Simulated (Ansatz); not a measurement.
Cartesian coordinates in Å:
```
O -1.170 0.677 -2.076
Si -0.302 1.275 -0.830
O -0.083 0.145 0.363
C 0.708 -1.131 0.161
Al 0.049 -0.898 1.983
H -0.716 0.205 -2.774
H -1.089 2.356 -0.210
H 1.048 1.681 -1.290
H 1.718 -0.867 -0.150
H 0.196 -1.738 -0.584
H -1.350 -1.530 2.375
H 0.992 -0.176 3.033
```

Charge 0, multiplicity 1. The bonds changed during the relaxation, so this is another structure than the one it started from.

Question: List the r2SCAN/def2-TZVPP orbital energies in eV (Ansatz 0.2.0). (Best estimate.)

Answer: Ansatz gave: Occupied: -1792.43, -1516.37, -517.12, -516.45, -274.00, -142.73, -109.87, -97.63, -97.60, -97.56, -70.19, -70.02, -69.98, -27.62, -26.98, -17.72, -15.14, -13.74, -12.05, -11.44, -11.34, -9.92, -9.12, -8.96, -8.53, -8.20, -6.93, -6.57. Lowest empty: -0.60, -0.30, 0.26, 1.18, 1.27, 1.74, 1.92, 2.17.
